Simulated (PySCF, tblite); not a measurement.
Isomers of C5H5FNO2 (doublet state), one GFN2-xTB conformer each. Single-point energies are computed at B3LYP/pcH-1 (PySCF, gas phase, no added dispersion term), electronic only. GFN2-xTB treats the open shell by occupation alone, and not every SCF solution was tested for stability.

| SMILES | GFN2-xTB relative energy (kcal/mol) |
| --- | --- |
| [CH2]OC1=C(F)CC(=O)N1 | 8.0 |
| COC1=C(F)CC(=O)[N]1 | 0.0 |

Conformers: `[CH2:1][O:2][C:3]1=[C:4]([F:5])[CH2:6][C:7](=[O:8])[NH:9]1` (doublet state) with H–C1–O2–C3 179° and 1°, C1–O2–C3–C4 0°; `[CH3:1][O:2][C:3]1=[C:4]([F:5])[CH2:6][C:7](=[O:8])[N:9]1` (doublet state) with C1–O2–C3–C4 0°.

**Question.** What does B3LYP/pcH-1 give for the same structures?

**Answer.** 
| SMILES | B3LYP/pcH-1 E (Eh) | B3LYP/pcH-1 (kcal/mol) | GFN2-xTB (kcal/mol) | point group |
| --- | --- | --- | --- | --- |
| COC1=C(F)CC(=O)[N]1 | -498.53654 | 0.0 | 0.0 | Cs |
| [CH2]OC1=C(F)CC(=O)N1 | -498.51426 | 14.0 | 8.0 | Cs |

Both levels put the same isomer lowest. As drawn, the higher has an N–H bond, which the lower lacks.

**Question.** What happens when harmonic zero-point energies from GFN2-xTB frequencies are added?

**Answer.** 
```
               SMILES  ZPE (kcal/mol)  electronic (kcal/mol)  with ZPE (kcal/mol)
  COC1=C(F)CC(=O)[N]1            59.0                    0.0                  0.0
[CH2]OC1=C(F)CC(=O)N1            58.1                   14.0                 13.1
```

The zero-point energies span 0.9 kcal/mol. The order is unchanged.
